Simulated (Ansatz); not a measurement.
`[OH][Ge]([F])([Cl])[GeH3]` → `[Cl][GeH3]` + `[OH][Ge][F]`  (germylene formation by 1,1-elimination)

Computed with Ansatz on PBE0-D4/def2-TZVP structures; ΔE is electronic, products minus reactants. CCSD(T)/CBS is the MP2 limit (def2-TZVPP, def2-QZVPP) plus CCSD(T) − MP2 in def2-TZVPP, frozen cores. DFT in def2-TZVPP. B3LYP here is the variant with VWN-RPA as its local correlation; programs differ in this. HSE06 is defined as in plane-wave codes. For Ge outer-core shells are correlated without core-valence functions, which leaves a few kJ/mol of doubt a bond. Scalar relativity is left out up to krypton. Each species was taken in one conformer, which may not be the lowest.

Problem. Is it downhill or uphill in electronic energy at CCSD(T)/CBS, and by how much? (Best estimate.)

Solution. Ansatz gave: Uphill: ΔE = +75.8 kJ/mol.

Problem. What do these levels give: B97M-V, B3LYP-D4, r2SCAN0, HSE06, CCSD(T)/def2-SVP, MP2/CBS(def2)? (Best estimate.)

Solution. Computed: B97M-V 78.0, B3LYP-D4 61.1, r2SCAN0 91.0, HSE06 78.2, CCSD(T)/def2-SVP 78.3, MP2/CBS(def2) 82.7 kJ/mol.

Problem. What do rigid-rotor, harmonic-oscillator terms from PBE0-D4/def2-TZVP frequencies (298.15 K, 1 bar) make of the CCSD(T)/CBS value? (Estimate.)

Solution. Ansatz gave: ΔZPE = -3.1 kJ/mol, ΔH = +71.1 kJ/mol, ΔS = 139 J/(mol·K), ΔG = +29.5 kJ/mol.

Largest T1 diagnostic among the species: 0.015.

From PBE to PBE0 (25 % exact exchange), in def2-TZVPP and without D4, ΔE moves by +16.3 kJ/mol. Leaving LDA and LC-ωPBE aside and taking each functional with its dispersion term where it has one, the values, not all of them listed here, spread over 50.7 kJ/mol, from BLYP-D4 to PBE-QIDH. LDA lies +36.4 kJ/mol from PBE without D4.
